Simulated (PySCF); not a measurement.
## Worked example: entropy of an ideal gas

CH2Li2, SMILES [Li][CH2][Li].

Geometry: r2SCAN-D4/def2-TZVPD.

r2SCAN-D4/def2-TZVPD (PySCF 2.14.0) gives the harmonic wavenumbers 105, 175, 295, 318, 591, 690, 1262, 2923, 2989 cm⁻¹ and the rotational temperatures 2.2690, 0.6087, 0.5120 K. The molar mass is 27.91 g/mol, the symmetry number 2, the spin multiplicity 1.

### Question
Work out the entropy at 298.15 K and 1 atm in the rigid-rotor, harmonic-oscillator model.

### Answer

Translation (Sackur–Tetrode at 1 atm): S = R[1.5 ln M + 2.5 ln T − 1.16487] = 150.3 J/(mol K).
Rotation: q = (√π/σ) T^1.5/√(θA θB θC) = 5430, S = R[ln q + 3/2] = 84.0 J/(mol K).
Vibration: with u = 1.4388 ν/T, each mode gives R[u/(e^u − 1) − ln(1 − e^−u)]:
```csv
ν (cm⁻¹),modes,u,S (J/(mol K))
105,1,0.51,14.06
175,1,0.84,9.96
295,1,1.42,6.05
318,1,1.53,5.52
591,1,2.85,1.95
690,1,3.33,1.33
1262,1,6.09,0.13
```
The stiffer modes add less than 0.005 each. Sum 39.0 J/(mol K).
Spin: R ln 1 = 0.0 J/(mol K).
Total 273.2 J/(mol K); the program's own thermochemistry gives 273.2. Translation makes up 55 % and vibration 14 %. Anharmonicity, hindered rotation and orbital degeneracy are left out.
